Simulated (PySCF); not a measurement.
PySCF input file for C7H13AuO2, SMILES CC1=CC(C)=[O]->[Au]([CH3])([CH3])[O]1, multiplicity 1, C-PCM-PBE0/def2-SVP. Coordinates come from a B3LYP-D3(BJ)/def2-SVP optimisation. The multiplicity is an assumed one; no other spin state was optimised. The isomer is the one that the SMILES or the coordinates give; other isomers of the formula were not compared. The def2 effective core potentials stand for the cores of Au; spin–orbit coupling is left out. Other conformers were not sampled.

```python
import numpy as np
from pyscf import gto, scf, dft
from pyscf.solvent import pcm

mol = gto.M(
    atom='''
    Au    0.00000000   -0.00000000    0.81101860
    C     0.00000000   -1.42477040    2.27427542
    H    -0.89781764   -1.32883463    2.90038175
    H     0.89781763   -1.32883462    2.90038175
    H    -0.00000000   -2.38789884    1.74456153
    C     0.00000000    1.42477039    2.27427543
    H     0.89781763    1.32883463    2.90038175
    H    -0.89781764    1.32883462    2.90038176
    H    -0.00000000    2.38789884    1.74456153
    C    -0.00000000    2.50405148   -2.83076758
    C     0.00000000    1.26249290   -1.96804957
    C     0.00000000    0.00000000   -2.59419760
    C    -0.00000000   -1.26249290   -1.96804958
    C    -0.00000000   -2.50405147   -2.83076758
    O    -0.00000000   -1.49365822   -0.71723498
    O    -0.00000000    1.49365822   -0.71723497
    H     0.00000000    2.27964939   -3.90516889
    H    -0.88439269    3.11238334   -2.58295117
    H     0.88439269    3.11238334   -2.58295116
    H    -0.00000000    0.00000000   -3.68353094
    H    -0.00000000   -2.27964939   -3.90516890
    H     0.88439269   -3.11238334   -2.58295117
    H    -0.88439269   -3.11238334   -2.58295117
    ''',
    basis='def2-SVP',
    ecp={'Au': 'def2-svp'},
    charge=0,
    spin=0,
    max_memory=1600,
    verbose=3,
)
mf = dft.RKS(mol, xc='pbe0').density_fit(auxbasis='def2-universal-jkfit')
mf.grids.level = 3
mf.conv_tol = 1e-9
mf.max_cycle = 100
mf.kernel()
res = {}
for name, eps in {'water': 78.355, '1-octanol': 9.8629, 'chlorobenzene': 5.6968}.items():
    s = mf.PCM()
    s.with_solvent.method, s.with_solvent.eps, s.with_solvent.lebedev_order = 'C-PCM', eps, 17
    s.kernel(mf.make_rdm1())
    res[name] = (s.e_tot, eps, s.dip_moment(), s.mo_energy, s.converged)
    print(f'{name}: electrostatic solvation free energy {(s.e_tot - mf.e_tot) * 627.509474:.3f} kcal/mol')
```

Log of the run:

```
converged SCF energy = -559.945317889818

WARN: PCM is an experimental feature. It is still in testing.
Features and APIs may be changed in the future.

converged SCF energy = -559.952114748913
Dipole moment(X, Y, Z, Debye):  0.00000,  0.00000, -1.84469
water: electrostatic solvation free energy -4.265 kcal/mol

WARN: PCM is an experimental feature. It is still in testing.
Features and APIs may be changed in the future.

converged SCF energy = -559.951432718568
Dipole moment(X, Y, Z, Debye):  0.00000,  0.00000, -1.79462
1-octanol: electrostatic solvation free energy -3.837 kcal/mol

WARN: PCM is an experimental feature. It is still in testing.
Features and APIs may be changed in the future.

converged SCF energy = -559.95087536444
Dipole moment(X, Y, Z, Debye):  0.00000,  0.00000, -1.75480
chlorobenzene: electrostatic solvation free energy -3.487 kcal/mol
```

The calculation finished and met its thresholds.

Cost: around 9 core-minutes (rough).
